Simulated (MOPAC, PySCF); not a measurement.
CH5BN2, SMILES `[H]/N=C(\B)N` (H–B–C–N torsion -122°, N–C–N–H torsion 7°), neutral singlet in the gas phase. 

Cartesian coordinates (Å):
SMILES: [H]/N=C(\B)N
```xyz
9

B     -0.0139     1.0097     0.7773
C      0.0797    -0.1178    -0.2825
N      1.2224    -0.2256    -0.8762
N     -0.8737    -1.0742    -0.4638
H     -0.2965     0.7507     1.9066
H      0.3151     2.1119     0.4770
H      1.7757     0.6235    -0.7763
H     -0.6095    -1.8976    -0.9847
H     -1.5995    -1.1806     0.2225
```
Charge 0, multiplicity 1.

All levels are single points at this geometry (B3LYP-D3(BJ)/def2-TZVP); Pople sets use spherical d functions. Orbital energies aren't observables, and empty levels follow the basis.

| level | HOMO (eV) | LUMO (eV) | gap (eV) | dipole (D) | vertical IE, Delta-SCF (eV) |
|---|---|---|---|---|---|
| B3LYP-D3(BJ)/def2-TZVP in PySCF | -6.95 | -2.19 | 4.76 | 2.14 | 9.38 |
| B3LYP/6-311+G** in PySCF | -7.02 | -2.29 | 4.72 | 2.20 | – |
| B3LYP/6-31G* in PySCF | -6.54 | -1.77 | 4.77 | 1.99 | 9.11 |
| BP86/6-31G* in PySCF | -5.69 | -2.61 | 3.08 | 1.87 | – |
| M06-2X/6-31G* in PySCF | -8.02 | -0.66 | 7.36 | 2.12 | – |
| PM7 in MOPAC | -9.54 | -1.25 | 8.29 | 3.09 | – |
